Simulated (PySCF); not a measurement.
**Predicted spectroscopic data**

PySCF 2.14 calculation with NMR shieldings at PBE0/pcSseg-1/GIAO and geometry: GFN2-xTB; non-relativistic, fast rotation and ring inversion assumed for equivalent nuclei, one computed conformer, no solvent model.

Shifts are taken against calculated references (same method and geometry level): $^{1}$H (σ = 31.72 ppm), $^{13}$C (σ = 186.93 ppm) against TMS. Splittings of carbon signals by F and P are missing where no couplings were computed. Where no couplings were computed, multiplicities follow the n + 1 count of equivalent neighbours, and m marks all less simple cases (inequivalent or close neighbours, rings, F or P nearby). Shifts are as computed. Against solution values, carbons near 30 ppm lie about +3 ppm off and those near 130 ppm about +5 ppm. Of 1309 compounds with measured shifts, 239 miss one by over three times the rms of a fit or turn the order of signals round; such compounds aren't used in these exercises.

**1.** `CCC/C(C)=C\CF`, C$_{7}$H$_{13}$F. $^{1}$H NMR (400 MHz, computed): δ 5.85 (m, 1H), 5.42 (m, 2H), 1.87 (s, 3H), 1.71 (t, 2H), 1.30 (m, 2H), 1.04 (t, 3H). $^{13}$C{$^{1}$H} NMR (computed): δ 144.9, 131.6, 84.8, 39.7, 27.0, 25.8, 17.4.

**2.** SMILES CCC/C(C)=C/CF, C$_{7}$H$_{13}$F. $^{1}$H NMR (400 MHz, computed): δ 5.94 (m, 1H), 5.31 (m, 2H), 1.96 (t, 2H), 1.60 (s, 3H), 1.37 (m, 2H), 1.06 (t, 3H). $^{13}$C{$^{1}$H} NMR (computed): δ 144.0 (C), 131.9 (CH), 85.5 (CH2), 48.9 (CH2), 28.8 (CH2), 18.5 (CH3), 17.2 (CH3).
